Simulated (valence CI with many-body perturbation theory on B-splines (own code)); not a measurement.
Results of a calculation; reference values are marked as such.
## Ladder of approximations for Au64+

Level of theory: configuration interaction combined with many-body perturbation theory (CI+MBPT): five valence electrons over a frozen Dirac-Fock core [Ne], radial functions for each j: 9 s, 9 p, 8 d, 6 f, 3 g, 1 h, with the one-electron correlation potential Σ1 (screened to all orders), the two-electron term Σ2, the three-electron term Σ3, Breit, model QED; selected single and double excitations, second order for the rest (own B-spline code, finite nucleus).

No measured spectrum was set against this ion. As an estimate, large intervals hold to a few tenths of a per cent, small ones and those within an open d or f shell to about a per cent. Among the levels kept, up to 640 cm⁻¹ of a level comes from second order outside the variational space, and about a tenth of that is noise between levels of different J, which matters for small intervals.

Each rung adds one term. CI alone is the Dirac-Coulomb CI over the frozen core; QED comes last and gives the full result, which names the levels. Energies are above (3s^2 3p1/2^2 3p3/2) J=3/2 on the same rung, in Ry.

Levels are named by their leading jj configuration (3d3/2^4 stands for four electrons in 3d with j = 3/2), which in mixed levels can hold well under half, so a name can repeat and another be missing. Letters in brackets count levels of one name in rising energy.

| Level | CI alone | Σ1 | Σ2 | Σ3 | Breit | QED | Full |
| --- | --- | --- | --- | --- | --- | --- | --- |
| (3s^2 3p1/2^2 3d3/2) J=3/2 | 18.570 | -0.0196 | -0.0231 | -0.0121 | -0.0613 | -0.0876 | 18.367 |
| (3s^2 3p1/2^2 3d5/2) J=5/2 | 27.959 | -0.0058 | -0.0356 | -0.0177 | -0.2835 | -0.0671 | 27.549 |
| (3s^2 3p1/2 3p3/2^2) J=3/2 | 35.030 | +0.0166 | +0.0163 | +0.0015 | -0.4147 | +0.0349 | 34.684 |
| (3s^2 3p1/2 3p3/2^2) J=5/2 | 36.019 | +0.0166 | +0.0133 | -0.0007 | -0.4713 | +0.0345 | 35.611 |
| (3s^2 3p1/2 3p3/2^2) J=1/2 | 37.186 | +0.0167 | +0.0107 | -0.0029 | -0.3992 | +0.0340 | 36.845 |
| (3s 3p1/2^2 3p3/2^2) J=5/2 | 49.417 | -0.0043 | +0.0047 | +0.0091 | -0.1189 | -0.3632 | 48.944 |
| (3s 3p1/2^2 3p3/2^2) J=3/2 | 51.722 | -0.0039 | -0.0105 | +0.0044 | -0.2077 | -0.2617 | 51.243 |
| (3s 3p1/2^2 3p3/2^2) J=1/2 | 51.904 | -0.0041 | -0.0058 | +0.0050 | -0.0968 | -0.3309 | 51.471 |
| (3s^2 3p1/2 3p3/2 3d3/2) J=5/2 [a] | 53.429 | -0.0030 | -0.0069 | -0.0077 | -0.5361 | -0.0538 | 52.821 |
| (3s^2 3p1/2 3p3/2 3d3/2) J=1/2 [a] | 53.637 | -0.0029 | -0.0069 | -0.0080 | -0.4635 | -0.0559 | 53.099 |
| (3s^2 3p1/2 3p3/2 3d3/2) J=3/2 [a] | 53.718 | -0.0031 | -0.0124 | -0.0079 | -0.4673 | -0.0868 | 53.141 |
| (3s^2 3p1/2 3p3/2 3d3/2) J=7/2 | 54.469 | -0.0028 | -0.0069 | -0.0112 | -0.5979 | -0.0519 | 53.798 |
| (3s^2 3p1/2 3p3/2 3d3/2) J=5/2 [b] | 56.837 | -0.0029 | -0.0430 | -0.0206 | -0.5047 | -0.0645 | 56.201 |
| (3s^2 3p1/2 3p3/2 3d3/2) J=1/2 [b] | 57.664 | -0.0031 | -0.0537 | -0.0198 | -0.4121 | -0.0975 | 57.078 |
| (3s^2 3p1/2 3p3/2 3d3/2) J=3/2 [b] | 57.807 | -0.0033 | -0.0694 | -0.0198 | -0.3910 | -0.1390 | 57.184 |
| (3s^2 3p1/2 3p3/2 3d5/2) J=7/2 [a] | 61.673 | +0.0109 | -0.0045 | -0.0087 | -0.7008 | -0.0311 | 60.939 |
| (3s^2 3p1/2 3p3/2 3d5/2) J=9/2 | 62.802 | +0.0110 | -0.0042 | -0.0131 | -0.8046 | -0.0312 | 61.960 |
| (3s^2 3p1/2 3p3/2 3d5/2) J=3/2 [a] | 62.725 | +0.0107 | -0.0194 | -0.0122 | -0.6789 | -0.0372 | 61.988 |
| (3s^2 3p1/2 3p3/2 3d5/2) J=5/2 [a] | 63.051 | +0.0108 | -0.0162 | -0.0141 | -0.7378 | -0.0331 | 62.260 |
| (3s^2 3p1/2 3p3/2 3d5/2) J=5/2 [b] | 64.552 | +0.0103 | -0.0455 | -0.0236 | -0.6812 | -0.0409 | 63.772 |
| (3s^2 3p1/2 3p3/2 3d5/2) J=7/2 [b] | 64.784 | +0.0107 | -0.0330 | -0.0225 | -0.7736 | -0.0321 | 63.933 |
| (3s^2 3p1/2 3p3/2 3d5/2) J=3/2 [b] | 65.383 | +0.0109 | -0.0259 | -0.0264 | -0.6800 | -0.0332 | 64.628 |
| (3s^2 3p1/2 3p3/2 3d5/2) J=1/2 | 65.651 | +0.0106 | -0.0356 | -0.0261 | -0.6366 | -0.0406 | 64.922 |
| (3s 3p1/2^2 3p3/2 3d3/2) J=5/2 [a] | 67.661 | -0.0240 | -0.0180 | -0.0027 | -0.1556 | -0.4630 | 66.997 |
| (3s 3p1/2^2 3p3/2 3d3/2) J=3/2 [a] | 67.797 | -0.0241 | -0.0205 | -0.0028 | -0.1268 | -0.4610 | 67.162 |
| (3s 3p1/2^2 3p3/2 3d3/2) J=1/2 [a] | 67.952 | -0.0240 | -0.0170 | -0.0028 | -0.0852 | -0.4654 | 67.357 |
| (3s 3p1/2^2 3p3/2 3d3/2) J=7/2 | 68.597 | -0.0238 | -0.0183 | -0.0060 | -0.2094 | -0.4663 | 67.874 |
| (3s 3p1/2^2 3p3/2 3d3/2) J=3/2 [b] | 69.965 | -0.0235 | -0.0349 | -0.0064 | -0.1846 | -0.4224 | 69.293 |
| (3s 3p1/2^2 3p3/2 3d3/2) J=5/2 [b] | 70.817 | -0.0237 | -0.0391 | -0.0098 | -0.2726 | -0.3748 | 70.097 |
| (3s 3p1/2^2 3p3/2 3d3/2) J=1/2 [b] | 71.141 | -0.0239 | -0.0438 | -0.0097 | -0.1415 | -0.4282 | 70.494 |
| (3s^2 3p3/2^3) J=3/2 | 72.399 | +0.0328 | +0.0276 | -0.0021 | -0.8223 | +0.0621 | 71.697 |

The middle columns are the shifts that each term adds.

**Question.** How does the ionisation energy move along the ladder, and which term matters most?

**Answer.** CI alone 7139.3, + Σ1 7140.3, + Σ2 7140.5, + Σ3 7140.0, + Breit 7133.5, + QED 7132.7 eV. The largest step is Breit, -6.5 eV. NIST lists 7130 ± 24 eV (theoretical).
